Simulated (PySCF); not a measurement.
# One molecule, several mistakes: BFH3O2 anion

Calculated results; nothing here was measured. The program is PySCF 2.14.0, an open-source quantum chemistry code, run on an isolated molecule that a program drew, which may never have been made. The molecule is BFH3O2 anion (charge -1, singlet), drawn as the SMILES string `O[BH-](O)F`.

Each row is a Hartree-Fock (HF) and frozen-core CCSD(T) single point in the aug-cc-pVDZ basis, meant for a local HF minimum. Run 1 is clean. Each other run has one planted mistake out of seven kinds, and not every kind appears here: one electron removed, one electron added, multiplicity raised by two, geometry at a saddle point, minimal basis STO-3G, one bond length entered in bohr, all coordinates scaled. The reference is restricted for singlets and unrestricted otherwise, and also for a bond in bohr. Adding or removing an electron swaps singlet and doublet. Electrons count all cores. HOMO and LUMO are orbital energies over both spins, the gradient is its largest component, and the lowest frequency (negative if imaginary) is given only where the gradient is small. Bond lengths are over the 6 bonds as drawn. T1 is the CCSD diagnostic: over 0.02 (restricted) or 0.045 (unrestricted) a single reference is doubtful.

Geometry of the clean run:
```xyz
7
BFH3O2 anion, angstrom
O    -1.1734    0.3416    2.6636
B    -0.2217   -0.1512    1.6861
O    -0.4679   -1.5857    1.4440
F    -0.4142    0.5228    0.3907
H    -2.0134   -0.0343    2.4598
H     0.9386    0.0990    2.0598
H    -0.0802   -1.8151    0.6182
```

```
run  electrons  basis functions  <S^2>  HOMO (eV)  LUMO (eV)  gradient (hartree/bohr)  lowest frequency (cm^-1)  mean bond (Å)  longest bond (Å)      T1  HF (hartree)  CCSD(T) (hartree)                          mistake
  1         34              119  0.000      -5.80       4.29                  2.2e-05                       203         1.2544             1.475  0.0154    -275.78500         -276.54968                         no fault
  2         33              119  0.764     -12.66      -1.73                  1.1e-01                         -         1.2544             1.475  0.0677    -275.64157         -276.37182             one electron removed
  3         34               23  0.000      -1.12      24.50                  6.6e-02                         -         1.2544             1.475  0.0076    -271.80740         -271.95129             minimal basis STO-3G
  4         34              119  0.000      -4.44       3.80                  7.8e-02                         -         1.4695             2.741  0.0234    -275.65133         -276.42988  one bond length entered in bohr
  5         34              119  0.000      -5.95       4.29                  2.4e-02                         -         1.2870             1.514  0.0157    -275.78079         -276.55115                                ?
```

**Which mistake was planted in run 5, and what did it cost?**

The mean and the longest bond both change by the same factor, 1.026, and the gradient is no longer small. So the mistake is: all coordinates scaled. Subtracting run 1 and multiplying by 627.51 kcal/mol a hartree, the energy moved by 2.6 kcal/mol in HF and -0.9 kcal/mol in CCSD(T).

Cautions from the logs. Run 2: T1 is over the limit, so its CCSD(T) energy is less reliable.
